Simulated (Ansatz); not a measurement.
`C[Se][Se]C` + `[SiH3][SeH]` → `C[Se][Se][SiH3]` + `C[SeH]` at 500 K and 1 bar (ligand exchange at the Se–Se bond).

Gas-phase electronic energies from Ansatz, PBE0-D4/def2-TZVP geometries. CCSD(T)/CBS is the MP2 limit (def2-TZVPP, def2-QZVPP) plus CCSD(T) − MP2 in def2-TZVPP, frozen cores. For Se outer-core shells are correlated without core-valence functions, which leaves a few kJ/mol of doubt a bond. Scalar relativity is left out up to krypton. One conformer a species, not always the lowest.

```json
{"species": "`C[Se][Se]C`", "CCSD(T)/CBS energy (Eh)": "-4881.13983", "H − E (kJ/mol)": "242.5", "S (J/(mol·K))": "417.4"}
{"species": "`[SiH3][SeH]`", "CCSD(T)/CBS energy (Eh)": "-2692.20088", "H − E (kJ/mol)": "115.2", "S (J/(mol·K))": "325.5"}
{"species": "`C[Se][Se][SiH3]`", "CCSD(T)/CBS energy (Eh)": "-5132.18229", "H − E (kJ/mol)": "216.4", "S (J/(mol·K))": "444.8"}
{"species": "`C[SeH]`", "CCSD(T)/CBS energy (Eh)": "-2441.15625", "H − E (kJ/mol)": "142.1", "S (J/(mol·K))": "299.3"}
```

H − E and S are ideal-gas, rigid-rotor, harmonic terms from PBE0-D4/def2-TZVP, for one conformer and one mirror image of each species. 1 Eh = 2625.50 kJ/mol, R = 8.31446 J/(mol·K).

Question: By hand: ΔE, ΔH, ΔS and ΔG.

Answer: ΔE = (-5132.18229) + (-2441.15625) − (-4881.13983) − (-2692.20088) = 0.00217 Eh = 5.7 kJ/mol. Δ(H − E) = 216.4 + 142.1 − 242.5 − 115.2 = 0.8, so ΔH = 6.5 kJ/mol. ΔS = 444.8 + 299.3 − 417.4 − 325.5 = 1.2 J/(mol·K). ΔG = 6.5 − 500 × (1.2)/1000 = 5.9 kJ/mol.

Question: By hand: the equilibrium constant, and the temperature at which ΔG would vanish if ΔH and ΔS stayed fixed.

Answer: log₁₀ K = −ΔG/(RT ln 10) = -0.6. ΔG = 0 at ΔH/ΔS = 5417 K, far beyond where these terms or the molecules hold.

The number of gas molecules stays the same, so ΔS is small and ΔH decides. The sign of ΔG lies within the doubt. A doubt of 5 kJ/mol in ΔE shifts log₁₀ K by 0.5 here. Other conformers and mirror images would add mixing entropy, several J/(mol·K) or more a flexible species. These are equilibria of isolated gas molecules and say nothing of rates. Largest T1 diagnostic: 0.010 (customary marks: 0.02 for closed shells, 0.045 for open ones).
